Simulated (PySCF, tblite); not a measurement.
Species: C2H8FPSi2.
Z-matrix (Å and degrees, GFN2-xTB geometry), rows numbered from 1:
```
C 
C   1  1.3243
Si  2  1.8840  1  125.04
Si  3  2.3266  2  111.83  1     6.90
F   4  1.6241  3  107.91  2   -56.32
P   4  2.2446  3  118.14  2  -173.91
H   1  1.0784  2  121.87  3    -0.23
H   1  1.0797  2  122.52  3   179.46
H   2  1.0838  1  118.23  3  -179.54
H   3  1.4744  2  107.89  1  -117.49
H   3  1.4733  2  107.90  1   128.50
H   4  1.4662  3  118.13  2    56.88
H   6  1.3846  4   95.51  3    40.58
H   6  1.3838  4   94.00  3   -52.14
```

Level of theory: B3LYP/def2-SVPD in PySCF (dipole) on a GFN2-xTB geometry, gas phase.

Take the most abundant isotopes and a rigid rotor. The values belong to one conformer with, in the numbering `[CH2:1]=[CH:2][SiH2:3][Si@H:4]([F:5])[PH2:6]`, C1–C2–Si3–Si4 7°, C2–Si3–Si4–F5 -56°, Si3–Si4–P6–H 41° and -52°.

Q: What are A, B and C (MHz)?

A: Ia = 144.30, Ib = 551.44, Ic = 656.23 u·Å²; 505379 MHz·u·Å²/I gives A = 3502, B = 916.5, C = 770.1 MHz.

Q: What kind of rotor is it?

A: An asymmetric top; Ray's κ = -0.893.

Q: Is it planar, by Δ = Ic − Ia − Ib?

A: Not planar: Δ = Ic − Ia − Ib = -39.51 u·Å². For a rigid frame Δ = −2 Σ m c², so Σ m c² = 19.76 u·Å² lies off the ab plane: 8.26 from hydrogen and 11.49 from heavier atoms. The atom farthest from that plane is 1.72 Å away.

Q: Give the coordinates in the principal-axis frame, origin at the centre of mass.

A: The sense of each axis is arbitrary; atoms in the order of the calculation.
```csv
atom,mass (u),a (Å),b (Å),c (Å)
C1,12.000,-3.042,-0.900,-0.278
C2,12.000,-2.821,0.373,0.010
Si3,27.977,-1.120,1.159,0.203
Si4,27.977,0.584,-0.314,-0.379
F5,18.998,0.423,-1.649,0.531
P6,30.974,2.706,0.332,-0.032
H7,1.008,-2.234,-1.598,-0.431
H8,1.008,-4.037,-1.311,-0.371
H9,1.008,-3.677,1.022,0.157
H10,1.008,-1.000,1.646,1.589
H11,1.008,-1.077,2.359,-0.652
H12,1.008,0.564,-0.897,-1.724
H13,1.008,2.465,0.927,1.195
H14,1.008,2.554,1.530,-0.707
```

Q: Where do the levels up to J = 4 lie, in cm⁻¹?

A: Above 0(0,0):
J = 1: 1(0,1) 0.0563, 1(1,1) 0.1425, 1(1,0) 0.1474
J = 2: 2(0,2) 0.1686, 2(1,2) 0.2501, 2(1,1) 0.2648, 2(2,1) 0.5236, 2(2,0) 0.5238
J = 3: 3(0,3) 0.3365, 3(1,3) 0.4115, 3(1,2) 0.4408, 3(2,2) 0.6923, 3(2,1) 0.6933, 3(3,1) 1.1359, 3(3,0) 1.1359
J = 4: 4(0,4) 0.5596, 4(1,4) 0.6264, 4(1,3) 0.6751, 4(2,3) 0.9172, 4(2,2) 0.9202, 4(3,2) 1.3613, 4(3,1) 1.3614, 4(4,1) 1.9818, 4(4,0) 1.9818
Those of J = 1 are B + C, A + C and A + B.

Q: Which types of transition are allowed, and where do some lines up to J = 3 fall?

A: The dipole components are |μa| = 1.00 D, |μb| = 1.49 D, |μc| = 0.59 D. Intensities carry the squares of the components, which stand as 0.45 : 1.00 : 0.16 (a : b : c). Some lines, for components of 0.1 D or more:

| type | branch | J(Ka,Kc) | MHz | lower level (cm⁻¹) |
| --- | --- | --- | --- | --- |
| b | R | 2(0,2) ← 1(1,1) | 781 | 0.143 |
| a | Q | 3(1,2) ← 3(1,3) | 878 | 0.411 |
| c | Q | 3(1,3) ← 3(0,3) | 2246 | 0.337 |
| c | Q | 1(1,1) ← 1(0,1) | 2586 | 0.056 |
| b | R | 3(0,3) ← 2(1,2) | 2590 | 0.250 |
| b | Q | 2(1,1) ← 2(0,2) | 2885 | 0.169 |
| b | Q | 3(1,2) ← 3(0,3) | 3124 | 0.337 |
| a | R | 2(0,2) ← 1(0,1) | 3367 | 0.056 |
| c | R | 1(1,0) ← 0(0,0) | 4419 | 0.000 |
| a | R | 3(1,3) ← 2(1,2) | 4837 | 0.250 |
| a | R | 3(2,2) ← 2(2,1) | 5060 | 0.524 |
| b | R | 2(1,2) ← 1(0,1) | 5813 | 0.056 |
| b | R | 3(1,3) ← 2(0,2) | 7282 | 0.169 |
| c | Q | 3(2,2) ← 3(1,2) | 7542 | 0.441 |
| b | Q | 2(2,0) ← 2(1,1) | 7763 | 0.265 |
| b | Q | 2(2,1) ← 2(1,2) | 8196 | 0.250 |
| b | Q | 3(2,2) ← 3(1,3) | 8420 | 0.411 |
| c | R | 2(2,0) ← 1(1,0) | 11283 | 0.147 |
| c | R | 2(2,1) ← 1(1,1) | 11423 | 0.143 |
| b | R | 3(2,2) ← 2(1,1) | 12817 | 0.265 |
| c | R | 3(2,1) ← 2(1,1) | 12847 | 0.265 |
| c | R | 3(2,2) ← 2(1,2) | 13256 | 0.250 |
| c | Q | 3(3,1) ← 3(2,1) | 13268 | 0.693 |
| b | Q | 3(3,0) ← 3(2,1) | 13269 | 0.693 |
| b | R | 3(2,1) ← 2(1,2) | 13286 | 0.250 |
| b | Q | 3(3,1) ← 3(2,2) | 13299 | 0.692 |
| c | R | 3(3,1) ← 2(2,1) | 18358 | 0.524 |
| b | R | 3(3,0) ← 2(2,1) | 18359 | 0.524 |

Q: Estimate the classical rotational partition function at 10 K, 100 K and 298.15 K.

A: Point group C1, symmetry number σ = 1; q = (√π/σ)·√((kT/h)³/(ABC)), k/h = 20836.6 MHz/K: 3390 at 10 K, 107000 at 100 K, 552000 at 298.15 K.

Its GFN2-xTB frequencies are all real (lowest 21 cm⁻¹). No vibrational averaging or centrifugal distortion is included, and the geometry carries the error of its method.

Hardware: Arm Neoverse N1, one thread, shared host with 64 logical CPUs at a one-minute load of 50. Cost: 48 s, 0.81 GiB resident at most. This is the B3LYP/def2-SVPD job that gave the dipole, with the excitations it also computed.
